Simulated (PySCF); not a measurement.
Correlation energy of As²⁺ (arsenic, charge +2)

[Ar] 3d10 4s2 4p1, 2P determinant. All numbers are calculated (PySCF 2.14, the spin-free X2C one-electron Hamiltonian (Gaussian nucleus), in ANO-RCC-VTZP). Frozen: [Ar] 3d10; 3 electrons correlated.

```json
{"level": "CCSD", "correlation energy (mhartree)": "-53.52"}
{"level": "(T)", "correlation energy (mhartree)": "-0.68"}
{"level": "CCSD(T)", "correlation energy (mhartree)": "-54.20"}
{"level": "CCSDT", "correlation energy (mhartree)": "-54.44"}
{"level": "FCI", "correlation energy (mhartree)": "-54.44"}
```

Diagnostics: T1 = 0.0085, D1 = 0.0197, largest double amplitude 0.096, weight of the Hartree-Fock determinant in FCI 0.9580 (11774 determinants).

Cost of the coupled-cluster step: about 0.4 core-seconds, for 3 correlated electrons.

Iterations:

```
CC2 = 0
CCSD nocc = (np.int64(2), np.int64(1)), nmo = (29, 29)
frozen orbitals [[0, 1, 2, 3, 4, 5, 6, 7, 8, 9, 10, 11, 12, 13], [0, 1, 2, 3, 4, 5, 6, 7, 8, 9, 10, 11, 12, 13]]
max_cycle = 100
direct = 0
conv_tol = 1e-08
conv_tol_normt = 1e-06
diis_space = 8
diis_start_cycle = 0
Init t2, MP2 energy = -0.0389653921150913
Init E_corr(UCCSD) = -0.0389653921170013
cycle = 1  E_corr(UCCSD) = -0.0486748378453462  dE = -0.00970944573  norm(t1,t2) = 0.0434618
cycle = 2  E_corr(UCCSD) = -0.0516714135225312  dE = -0.00299657568  norm(t1,t2) = 0.0170236
cycle = 3  E_corr(UCCSD) = -0.0535347785882437  dE = -0.00186336507  norm(t1,t2) = 0.0073278
cycle = 4  E_corr(UCCSD) = -0.0535169904323852  dE = 1.77881559e-05  norm(t1,t2) = 0.000775507
cycle = 5  E_corr(UCCSD) = -0.0535253437725465  dE = -8.35334016e-06  norm(t1,t2) = 9.00083e-05
cycle = 6  E_corr(UCCSD) = -0.0535234947229525  dE = 1.84904959e-06  norm(t1,t2) = 1.11968e-05
cycle = 7  E_corr(UCCSD) = -0.0535241598242967  dE = -6.65101344e-07  norm(t1,t2) = 2.59811e-06
cycle = 8  E_corr(UCCSD) = -0.0535239664544844  dE = 1.93369812e-07  norm(t1,t2) = 6.84934e-07
cycle = 9  E_corr(UCCSD) = -0.0535239935673909  dE = -2.71129065e-08  norm(t1,t2) = 1.21458e-07
cycle = 10  E_corr(UCCSD) = -0.0535239954931139  dE = -1.92572298e-09  norm(t1,t2) = 1.78255e-08
UCCSD converged
E(UCCSD) = -2258.064787508783  E_corr = -0.05352399549311387
UCCSD(T) correction = -0.000676850382662702
```
